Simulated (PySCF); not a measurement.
H6NSi2, multiplicity 2. Atoms are numbered in the order given.

```xyz
9

Si     1.5335    -0.0142    -0.5570
N      0.1899     0.2636     0.5219
Si    -1.5083    -0.0391     0.2497
H      1.1685    -1.1706    -1.4381
H      2.7561    -0.3364     0.2548
H      0.4082     0.8337     1.3366
H     -2.1345    -0.6117     1.4809
H     -1.6078    -1.0116    -0.8762
H     -2.2732     1.1968    -0.1097
```
Charge 0, spin multiplicity 2.

Geometry: PBE0-D3(BJ)/def2-SVP. The isomer is the one that the SMILES or the coordinates give; other isomers of the formula were not compared.

Level of theory: TDA-PBE/def2-SVPD run with PySCF.

Vertical excitations. Gas-phase values at a fixed geometry.

| state | energy (eV) | λ (nm) | f | main pairs |
|---|---|---|---|---|
| root 1 | 3.38 | 367 | 0.006 | α HOMO→LUMO 99 % |
| root 2 | 4.15 | 299 | 0.075 | β HOMO→LUMO 92 % |
| root 3 | 4.39 | 283 | 0.020 | α HOMO→LUMO+1 95 % |
| root 4 | 4.67 | 265 | 0.032 | α HOMO→LUMO+2 96 % |
| root 5 | 4.79 | 259 | 0.006 | α HOMO→LUMO+3 98 % |
| root 6 | 4.96 | 250 | 0.014 | α HOMO→LUMO+4 99 % |
| root 7 | 5.10 | 243 | 0.004 | α HOMO→LUMO+5 97 % |
| root 8 | 5.18 | 239 | 0.010 | β HOMO−1→LUMO 96 % |
| root 9 | 5.52 | 225 | 0.007 | α HOMO→LUMO+6 40 %, β HOMO−2→LUMO 59 % |
| root 10 | 5.53 | 224 | 0.001 | α HOMO→LUMO+6 58 %, β HOMO−2→LUMO 40 % |
Unrestricted roots are not spin-pure.
